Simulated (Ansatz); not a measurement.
The cluster Sr₂O₂⁻ (the lowest doublet isomer of a short search) was relaxed with r2SCAN-D4 (def2-TZVPD) in Ansatz in these states: charge -1 doublet, charge -1 quartet. The geometries follow in no particular order.

In the def2 sets Sr takes a core potential; there is no spin–orbit coupling.

A:

```xyz
4

Sr   -1.7404   -0.3509   -0.5278
Sr    1.7404    0.3506    0.5281
O     0.4321   -0.7459   -0.9287
O    -0.4320    0.7462    0.9285
```

B:

```xyz
4

Sr    1.594    0.339    0.106
Sr   -1.594   -0.339   -0.106
O     0.249   -1.340    0.534
O    -0.249    1.340   -0.534
```

Judge from the bond lengths which geometry belongs to which state (an estimate).

A is the charge -1 quartet (Sr1–Sr2 3.704 Å, Sr1–O4 2.244 Å, Sr2–O4 2.244 Å); B is the charge -1 doublet (Sr1–Sr2 3.265 Å, Sr1–O4 2.193 Å, Sr2–O4 2.193 Å).

At r2SCAN-D4/def2-TZVPD the highest occupied level of the charge -1 quartet lies above zero (up to 0.57 eV). It is a level of α spin, whose loss leaves a triplet; that state wasn't run at this geometry and level. The electron is either unbound and held by the finite basis, or the level is raised by self-interaction error. At r2SCAN-D4/def2-TZVPD the highest occupied level of the charge -1 doublet lies above zero (up to 0.87 eV). By energy differences its removal costs 0.28 eV (vertical, to the charge 0 singlet, at r2SCAN-D4/def2-TZVPD); a positive level beside a positive removal energy at the same level points to self-interaction error. At PBE0-D4/def2-TZVPD a doublet lies 1.15 eV below the charge -1 quartet. These are the stationary points nearest to one start from a short search; other shapes may lie lower in each state.
